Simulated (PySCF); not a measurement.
# One molecule, several mistakes: CClH5Si2

These are calculations, not measurements. They come from PySCF 2.14.0, an open-source quantum chemistry program, on an isolated molecule that a program drew, which may never have been made. The molecule is CClH5Si2 (charge 0, singlet), drawn as the SMILES string `[SiH]C[SiH2]Cl`.

Each row is a Hartree-Fock (HF) and frozen-core CCSD(T) single point in the cc-pV(D+d)Z basis, meant for a local HF minimum. Run 1 is clean. Each other run has one planted mistake out of seven kinds, and not every kind appears here: one electron removed, one electron added, multiplicity raised by two, geometry at a saddle point, minimal basis STO-3G, one bond length entered in bohr, all coordinates scaled. The reference is restricted for singlets and unrestricted otherwise, and also for a bond in bohr. Adding or removing an electron swaps singlet and doublet. Electrons count all cores. HOMO and LUMO are orbital energies over both spins, the gradient is its largest component, and the lowest frequency (negative if imaginary) is given only where the gradient is small. Bond lengths are over the 8 bonds as drawn. T1 is the CCSD diagnostic: over 0.02 (restricted) or 0.045 (unrestricted) a single reference is doubtful.

Geometry of the clean run:
```xyz
9
CClH5Si2, angstrom
Si    0.5426   -0.5006    2.5593
C     0.1359    0.7719    1.1802
Si   -0.1411    0.0159   -0.5031
Cl   -1.1746   -1.7887   -0.2503
H     1.7503   -1.0953    1.8543
H    -0.7214    1.3884    1.4648
H     1.0092    1.4341    1.0759
H     1.1333   -0.3182   -1.1603
H    -0.9742    0.8490   -1.3887
```

| run | electrons | basis functions | <S^2> | HOMO (eV) | LUMO (eV) | gradient (hartree/bohr) | lowest frequency (cm^-1) | mean bond (Å) | longest bond (Å) | T1 | HF (hartree) | CCSD(T) (hartree) | mistake |
|---|---|---|---|---|---|---|---|---|---|---|---|---|---|
| 1 | 56 | 108 | 0.000 | -8.83 | 0.75 | 1.9e-05 | 53 | 1.5677 | 2.095 | 0.0113 | -1078.16087 | -1078.69993 | no fault |
| 2 | 56 | 108 | 1.309 | -9.23 | 0.72 | 4.8e-02 | - | 1.7752 | 3.526 | 0.0383 | -1078.05635 | -1078.56423 | one bond length entered in bohr |
| 3 | 57 | 108 | 0.772 | -0.94 | 7.80 | 3.3e-02 | - | 1.5677 | 2.095 | 0.0134 | -1078.16360 | -1078.71172 | ? |
| 4 | 55 | 108 | 0.761 | -16.16 | -6.80 | 5.6e-02 | - | 1.5677 | 2.095 | 0.0164 | -1077.87503 | -1078.38406 | ? |

**Which mistake was planted in run 3, and what did it cost?**

It counts 57 electrons, one more than the clean run, at the same geometry and basis. So the mistake is: one electron added. Subtracting run 1 and multiplying by 627.51 kcal/mol a hartree, the energy moved by -1.7 kcal/mol in HF and -7.4 kcal/mol in CCSD(T).

**Which mistake was planted in run 4, and what did it cost?**

It counts 55 electrons, one fewer than the clean run, at the same geometry and basis. So the mistake is: one electron removed. Subtracting run 1 and multiplying by 627.51 kcal/mol a hartree, the energy moved by 179.4 kcal/mol in HF and 198.2 kcal/mol in CCSD(T).

